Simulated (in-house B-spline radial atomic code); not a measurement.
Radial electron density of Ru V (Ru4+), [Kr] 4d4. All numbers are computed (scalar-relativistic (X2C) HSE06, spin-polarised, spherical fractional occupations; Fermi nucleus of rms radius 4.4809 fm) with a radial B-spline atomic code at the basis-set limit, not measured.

Caution: exact exchange at fractional occupations of open shells leaves self-interaction of up to several eV.

One-electron X2C: radii and densities carry no picture-change correction, so inner-shell <1/r> comes out high (for 1s by about 2 % at Z = 33, 5 % at 54, 10 % at 75, 30 % at 118) and <r> low.

Columns: r (bohr), 4πr²n(r) (electrons per bohr), bar.

```
 0.00122    1.908 #
 0.00148    2.617 ##
 0.00181     3.62 ##
  0.0022    4.932 ###
 0.00268    6.698 ####
 0.00326    9.001 ######
 0.00397    11.99 ########
 0.00483    15.77 ##########
 0.00589    20.47 #############
 0.00717    26.03 #################
 0.00873    32.36 #####################
  0.0106    39.03 #########################
  0.0129    45.65 #############################
  0.0158    51.48 #################################
  0.0192    55.17 ###################################
  0.0234    56.23 ####################################
  0.0285    54.47 ###################################
  0.0347    50.92 #################################
  0.0422    47.82 ###############################
  0.0514    47.91 ###############################
  0.0626    52.85 ##################################
  0.0763    61.35 #######################################
  0.0929    68.54 ############################################
   0.113    68.91 ############################################
   0.138    60.71 #######################################
   0.168    49.67 ################################
   0.204    44.52 ############################
   0.249    48.42 ###############################
   0.303    54.14 ###################################
   0.369    51.16 #################################
   0.449    37.66 ########################
   0.547    22.33 ##############
   0.666    14.26 #########
   0.811     13.4 #########
   0.988    13.62 #########
     1.2    11.08 #######
    1.47    6.637 ####
    1.78    3.137 ##
    2.17    1.111 #
    2.65   0.2941 
    3.22  0.05792 
    3.92  0.00716 
    4.78 0.0004779
```

On this grid the curve has 4 maxima, near 0.0234, 0.113, 0.303, 0.988 bohr.

The 4d up radial function P(r) = rR(r), positive near the nucleus:

```csv
r (bohr),P
0.0129,0.001437
0.0192,0.004209
0.0285,0.01181
0.0422,0.03118
0.0626,0.07633
0.0929,0.1664
0.138,0.307
0.204,0.4399
0.303,0.4185
0.449,0.09032
0.666,-0.4709
0.988,-0.8928
1.47,-0.8335
2.17,-0.4422
3.22,-0.1162
4.78,-0.0109
```
